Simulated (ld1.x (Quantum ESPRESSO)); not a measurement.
# Reading a pseudo-wave (Si)

Columns: radius, all-electron u(r) and pseudo u(r) of the 3p shell (level -15.92 eV) of silicon in the configuration [Ne] 3s2 3p0.5; PBEsol, scalar-relativistic, TM scheme, ld1.x (Quantum ESPRESSO) 7.5.

| r (bohr) | all-electron | pseudo |
| --- | --- | --- |
| 0.108 | 0.1364 | -0.0053 |
| 0.215 | 0.2738 | -0.0208 |
| 0.322 | 0.3136 | -0.0462 |
| 0.430 | 0.2731 | -0.0811 |
| 0.538 | 0.1840 | -0.1245 |
| 0.645 | 0.0727 | -0.1747 |
| 0.752 | -0.0457 | -0.2306 |
| 0.860 | -0.1624 | -0.2912 |
| 0.968 | -0.2703 | -0.3541 |
| 1.075 | -0.3658 | -0.4165 |
| 1.182 | -0.4488 | -0.4767 |
| 1.290 | -0.5196 | -0.5332 |
| 1.398 | -0.5779 | -0.5834 |
| 1.505 | -0.6235 | -0.6251 |
| 1.612 | -0.6577 | -0.6579 |
| 1.720 | -0.6818 | -0.6816 |
| 1.828 | -0.6962 | -0.6961 |
| 1.935 | -0.7022 | -0.7021 |
| 2.042 | -0.7008 | -0.7008 |
| 2.150 | -0.6932 | -0.6932 |
| 2.258 | -0.6802 | -0.6802 |
| 2.365 | -0.6631 | -0.6631 |
| 2.472 | -0.6424 | -0.6424 |
| 2.580 | -0.6189 | -0.6189 |
| 2.688 | -0.5934 | -0.5934 |
| 2.795 | -0.5667 | -0.5667 |

Q: How many radial nodes do the two functions have?

A: The all-electron 3p function has n − l − 1 = 1; the pseudo-wave has 0, since the states of the same l below it are removed with the core.

Q: Is the pseudo-wave norm-conserving?

A: Yes: the TM scheme keeps the norm inside the radius equal to the all-electron one, which fixes the energy derivative of the logarithmic derivative at the level.
